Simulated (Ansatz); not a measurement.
`CC[Se]C` + `[CH3][SbH2]` → `C[CH2][SbH2]` + `CC[SeH]`  (formal exchange of groups at a C–Se bond)

Isolated molecules relaxed with PBE0-D4/def2-TZVP in Ansatz; ΔE leaves out vibrations. CCSD(T)/CBS adds triple-zeta CCSD(T) − MP2 to the extrapolated MP2 energy (def2 sets, frozen cores). Functionals use def2-TZVPP. HSE06 is defined as in plane-wave codes. def2 core potentials past Kr. For Sb, Se outer-core shells are correlated without core-valence functions, which leaves a few kJ/mol of doubt a bond. Scalar relativity is left out up to krypton. One conformer a species, not always the lowest.

| level | ΔE (kcal/mol) | difference from CCSD(T)/CBS |
| --- | --- | --- |
| LDA (SPW92) | -0.6 | -1.6 |
| PBE-D4 | 1.1 | 0.1 |
| revPBE-D4 | 1.3 | 0.3 |
| BLYP-D4 | 1.5 | 0.5 |
| r2SCAN-D4 | 1.3 | 0.3 |
| B97M-V | 0.9 | -0.1 |
| PBE0-D4 | 0.9 | -0.1 |
| r2SCANh-D4 | 1.2 | 0.2 |
| r2SCAN0-D4 | 1.1 | 0.1 |
| HSE06-D4 | 1.0 | 0.0 |
| ωB97X-V | 1.1 | 0.1 |
| ωB97M-V | 1.2 | 0.2 |
| B2PLYP | 1.5 | 0.5 |
| PBE-QIDH | 1.1 | 0.1 |
| PBE | 1.3 | 0.3 |
| revPBE | 1.9 | 0.9 |
| BLYP | 1.9 | 0.9 |
| r2SCAN | 1.4 | 0.4 |
| PBE0 | 1.1 | 0.1 |
| r2SCANh | 1.3 | 0.3 |
| r2SCAN0 | 1.1 | 0.1 |
| HSE06 | 1.1 | 0.1 |
| BHLYP | 1.2 | 0.2 |
| CAM-B3LYP | 0.9 | -0.1 |
| LC-ωPBE | 1.0 | 0.0 |
| RPA@PBE/def2-TZVPP | 1.0 | 0.0 |
| HF/def2-SVP | -1.2 | -2.2 |
| MP2/def2-SVP | -2.5 | -3.5 |
| CCSD/def2-SVP | -3.1 | -4.1 |
| CCSD(T)/def2-SVP | -3.1 | -4.1 |
| HF/def2-TZVPP | 1.3 | 0.3 |
| MP2/def2-TZVPP | 1.5 | 0.5 |
| SCS-MP2/def2-TZVPP | 1.5 | 0.5 |
| CCSD/def2-TZVPP | 1.0 | 0.0 |
| CCSD(T)/def2-TZVPP | 1.1 | 0.1 |
| HF/def2-QZVPP | 1.3 | 0.3 |
| SCS-MP2/def2-QZVPP | 1.5 | 0.5 |
| HF/CBS(def2) | 1.3 | 0.3 |
| MP2/CBS(def2) | 1.5 | 0.5 |
| CCSD/CBS(def2) | 0.9 | -0.1 |
| CCSD(T)/CBS | 1.0 | 0 |

Largest T1 diagnostic among the species: 0.013.

Leaving LDA and LC-ωPBE aside and taking each functional with its dispersion term where it has one, the values, not all of them listed here, spread over 0.7 kcal/mol, from CAM-B3LYP-D4 to B2PLYP. LDA lies −2.0 kcal/mol from PBE without D4. At CCSD(T), def2-SVP lies −4.1 kcal/mol from the extrapolated value and def2-TZVPP +0.1 kcal/mol.
